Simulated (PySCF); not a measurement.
Job for PySCF: R-HF/3-21G on dimethyl selenide (SMILES C[Se]C), a point of a torsion scan.

```python
from pyscf import gto, scf, dft, mp
from pyscf.data.elements import chemcore

mol = gto.M(
    atom='''
    C     1.48966356   -0.10208315    0.02060948
    Se    0.32417205    0.77404173   -1.29092609
    C    -0.31131406   -0.83667609   -2.19861830
    H     1.72368606   -1.09683720   -0.34592404
    H     2.39483987    0.48785598    0.12833046
    H     0.97528910   -0.16956735    0.97635313
    H     0.53573476   -1.35522206   -2.64113078
    H    -1.00082464   -0.51933975   -2.97560854
    H    -0.82461302   -1.47560405   -1.48403206
    ''',
    basis='3-21g',
    charge=0, spin=0, verbose=3, max_memory=1800)
mf = scf.RHF(mol)
mf.conv_tol = 1e-8
mf.max_cycle = 100
mf.kernel()
if not mf.converged:
    mf = mf.newton().run(mf.mo_coeff, mf.mo_occ)
```

Output:

```
converged SCF energy = -2467.27097621107
```

The calculation finished and met its thresholds.

Cost: very roughly 0.3 core-seconds.
